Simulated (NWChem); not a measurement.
Everything below was run with NWChem. System: OZn, charge 0, spin multiplicity 1, at a geometry optimised with B3LYP/def2-SVP. The structure started from a generated list of species. Level: MP2/def2-TZVP, 10 core orbitals frozen.

Output (cleaned and shortened):

```
             Northwest Computational Chemistry Package (NWChem) 7.3.0
             --------------------------------------------------------

                                NWChem Input Module
                                -------------------

 Scaling coordinates for geometry "geometry" by  1.889725989
 (inverse scale =  0.529177249)

 Turning off AUTOSYM since
 SYMMETRY directive was detected!

                             Geometry "geometry" -> ""
                             -------------------------

 Output coordinates in angstroms (scale by  1.889725989 to convert to a.u.)

  No.       Tag          Charge          X              Y              Z
 ---- ---------------- ---------- -------------- -------------- --------------
    1 Zn                  30.0000     0.00000000     0.00000000     0.35893700
    2 O                    8.0000     0.00000000     0.00000000    -1.34601300

 Effective nuclear repulsion energy (a.u.)      74.4904775858

            Nuclear Dipole moment (a.u.)
            ----------------------------
        X                 Y               Z
 ---------------- ---------------- ----------------
     0.0000000000     0.0000000000     0.0000113384

      Symmetry information
      --------------------

 Group name             C2v
 Group number             16
 Group order               4
 No. of unique centers     2

      Symmetry unique atoms

     1    2


 Summary of "ao basis" -> "" (spherical)
 ------------------------------------------------------------------------------
       Tag                 Description            Shells   Functions and Types
 ---------------- ------------------------------  ------  ---------------------
 *                         def2-tzvp                  on all atoms

 Summary of "ao basis" -> "ao basis" (spherical)
 ------------------------------------------------------------------------------
       Tag                 Description            Shells   Functions and Types
 ---------------- ------------------------------  ------  ---------------------
 Zn                        def2-tzvp                16       48   6s5p4d1f
 O                         def2-tzvp                11       31   5s3p2d1f

                                 NWChem SCF Module
                                 -----------------

  ao basis        = "ao basis"
  functions       =    79
  atoms           =     2
  closed shells   =    19
  open shells     =     0
  charge          =   0.00
[...]
  --------------------------------------

    Atom       Charge   Shell Charges
 -----------   ------   -------------------------------------------------------
    1 Zn  30    29.24   2.00  2.00  1.19  0.79  0.72  0.20  5.99  4.77  1.24  0.21  0.09  5.47  3.39  1.10  0.08  0.00
    2 O    8     8.76   0.79  1.18  0.60  0.99  0.36  1.72  1.91  1.19  0.00  0.01  0.00

       Multipole analysis of the density wrt the origin
       ------------------------------------------------

     L   x y z        total         open         nuclear
     -   - - -        -----         ----         -------
     0   0 0 0     -0.000000      0.000000     38.000000

     1   1 0 0      0.000000      0.000000      0.000000
     1   0 1 0      0.000000      0.000000      0.000000
     1   0 0 1      2.772345      0.000000      0.000011

     2   2 0 0    -13.689309      0.000000      0.000000
     2   1 1 0     -0.000000      0.000000      0.000000
     2   1 0 1     -0.000000      0.000000      0.000000
     2   0 2 0    -13.689309      0.000000      0.000000
     2   0 1 1     -0.000000      0.000000      0.000000
     2   0 0 2    -16.311641      0.000000     65.561459

                   NWChem MP2 Semi-direct Energy/Gradient Module
                   ---------------------------------------------

  Basis functions       =     79
  Molecular orbitals    =     79
  Frozen core           =     10
  Frozen virtuals       =      0
  Active alpha occupied =      9
  Active beta occupied  =      9
  Active alpha virtual  =     60
  Active beta virtual   =     60
  Use MO symmetry       = T
  Use skeleton AO sym   = T

  AO/Fock/Back tols     =   1.0D-09  1.0D-09  1.0D-09

 GA uses MA = F    GA memory limited = T

 Available:
  local mem=  1.26D+08
 global mem=  1.44D+08
 local disk=  0.00D+00
  mp2_memr nvloc                    60
  nvloc new                    60
   1 passes of   9:        4194304                      39720                   5783135.
   1 passes of   9: M    126148704           G      144166718           F     121954400.

 Semi-direct pass number   1 of   1  for RHF alpha+beta  at        2.6s
  vrange nnbf                  3144
  mp2_eaftype                    22  avail_ma_in_mb                  1099
 EAF : mp2_eaftype filesize          22    2891567.
  mp2_eaf for mointskh                     22
Node 0 wrote     13.6 Mb in      0.0 s     Agg I/O rate:  1259.9 Mb/s
 Done moints_semi at        6.0s
  mp2_eaftype                    22  avail_ma_in_mb                  1077
 EAF : mp2_eaftype filesize          22    2891567.
  mp2_eaf for kh                    22
 Done maket at        6.1s
 Done multipass loop at        6.1s

          -------------------------------------------
          SCF energy               -1852.550262357144
          Correlation energy          -0.694489328557
          Singlet pairs               -0.356261488823
          Triplet pairs               -0.338227839734
          Total MP2 energy         -1853.244751685701
          -------------------------------------------

          ---------------------------------------------------
                    Spin Component Scaled (SCS) MP2
          Same spin pairs                     -0.225485226489
          Same spin scaling factor             0.333333333333
          Opposite spin pairs                 -0.469004102067
          Opposite spin scaling fact.          1.200000000000
          SCS-MP2 correlation energy          -0.637966664644
          Total SCS-MP2 energy             -1853.188229021788
          ---------------------------------------------------

 -----------------------
 Performance information
 -----------------------

 Timer overhead =  2.39D-07 seconds/call

               Nr. of calls         CPU time (s)                 Wall time (s)                GFlops
             ---------------    -------------------     ------------------------------   -------------------
Name         Min   Avg   Max    Min     Avg     Max     Min     Avg     Max   Mx/calls   Min     Max     Sum
mp2: moin     1     1     1    3.4     3.4     3.4      3.4     3.4     3.4     3.4      0.0     0.0     0.0
mp2: make     1     1     1   0.13    0.13    0.13     0.13    0.13    0.13    0.13      0.0     0.0     0.0
mp2: tota     1     1     1    3.6     3.6     3.6      3.6     3.6     3.6     3.6      0.0     0.0     0.0

 The average no. of pstat calls per process was 3.00D+00
 with a timing overhead of 7.18D-07s

 Task  times  cpu:        6.1s     wall:        6.1s

 Total times  cpu:        6.1s     wall:        6.1s
```

Question: Write an NWChem input that would produce this output.

Answer: This is not unique; one that fits is 
```
start mol
memory heap 200 mb stack 900 mb global 1100 mb
geometry units angstroms nocenter noautoz
  Zn     0.000000     0.000000     0.358937
  O      0.000000     0.000000    -1.346013
  symmetry group C2v
end
basis spherical
  * library def2-tzvp
end
scf
  rhf
  nopen 0
  maxiter 100
  thresh 1e-7
  semidirect memsize 60000000 filesize 0
end
mp2
  freeze core 10
end
task mp2 energy
```
